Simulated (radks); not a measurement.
Problem. These are the eigenvalues of the occupied orbitals of an atom or ion with whole-number occupations (eV). Calculated with a radial shooting solver on a logarithmic mesh with Libxc functionals: Dirac Kohn-Sham, LDA (Slater exchange, Perdew-Wang correlation), spin-unpolarised, spherical densities, point nucleus.

1s1/2: -75958.71
2s1/2: -13278.79
2p1/2: -12722.86
2p3/2: -11096.82
3s1/2: -3104.876
3p1/2: -2855.506
3p3/2: -2499.552
3d3/2: -2082.138
3d5/2: -2005.164
4s1/2: -661.4034
4p1/2: -556.2545
4p3/2: -471.8173
4d3/2: -299.2294
4d5/2: -283.5574
5s1/2: -97.7916
5p1/2: -64.6498
4f5/2: -63.7884
4f7/2: -60.6653
5p3/2: -50.9286
5d3/2: -7.9687
5d5/2: -6.7436
6s1/2: -6.5469

Which element is it, and in what charge state? The configuration may be excited. Open shells, if any, fill j = l - 1/2 first.

Solution. Z = 77, iridium, charge 0: Ir in [Xe] 4f14 5d7 6s2. The list shows which subshells hold electrons but not how many an open one holds; the 1s level, -2791.4 hartree, gives Z - s = 74.7 by -(Z - s)^2/2, which with screening and relativity narrows Z to a few neighbours, and the depths of the outer levels then fix element, charge and occupations together.
